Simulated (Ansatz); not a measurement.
CH5BrFGaOSi, SMILES `FC([SiH3])[O][GaH][Br]`, 11 atoms. Charge 0, multiplicity 1. Correlated methods include outer-core shells of Br, Ga, which these sets cover unevenly. Scalar relativity is left out up to krypton. Hardware: A = 2 threads of an AMD EPYC 7R13 on a shared host and a share of an NVIDIA H100 80 GB; B = 2 threads of an AMD EPYC 7R13 on a shared host. Correlated methods freeze the cores. Open-shell runs search over several starts.

Task: Give the basis size and wall time and peak host memory of each of these runs in Ansatz. UKS ωB97M-V/def2-TZVPP energy of the cation [A]; RKS SPW92 (LDA)/def2-TZVPP energy [A]; RKS ωB97M-V/def2-QZVPP energy [A]; UKS r2SCAN-D4/def2-TZVPP energy of the cation [A]; UHF-MP2/def2-QZVPP energy of the cation [A]; RHF-MP2/def2-QZVPP energy [A]; RKS LC-ωPBE/def2-TZVPP energy [A]; UKS PBE0-D4/def2-TZVPP energy of the cation [A]; UHF-CCSD(T)/def2-TZVPP energy of the cation [A]; direct RPA on PBE orbitals/def2-TZVPP energy [A]; RKS ωB97M-V/def2-SVP energy [B]; RHF-CCSD(T)/def2-TZVPP energy [A]. (An estimate is asked.)

Result: Ansatz gave: Other jobs shared the machine, so times are rough.

```csv
level,job,functions,wall time,peak host memory (GiB)
RKS SPW92 (LDA)/def2-TZVPP,energy [A],301,2.1 s,0.86
RKS LC-ωPBE/def2-TZVPP,energy [A],301,2.2 s,0.89
direct RPA on PBE orbitals/def2-TZVPP,energy [A],301,3 s,1.4
RKS ωB97M-V/def2-QZVPP,energy [A],569,6 s,1.3
UKS PBE0-D4/def2-TZVPP,energy of the cation [A],301,6.5 s,0.94
RHF-MP2/def2-QZVPP,energy [A],569,6.5 s,1.2
RHF-CCSD(T)/def2-TZVPP,energy [A],301,8.5 s,0.89
UKS r2SCAN-D4/def2-TZVPP,energy of the cation [A],301,11 s,1.1
UKS ωB97M-V/def2-TZVPP,energy of the cation [A],301,13 s,1.2
RKS ωB97M-V/def2-SVP,energy [B],149,13 s,0.73
UHF-MP2/def2-QZVPP,energy of the cation [A],569,25 s,1.3
UHF-CCSD(T)/def2-TZVPP,energy of the cation [A],301,80 s,1.5
```

LC-ωPBE has ω = 0.4 bohr⁻¹.
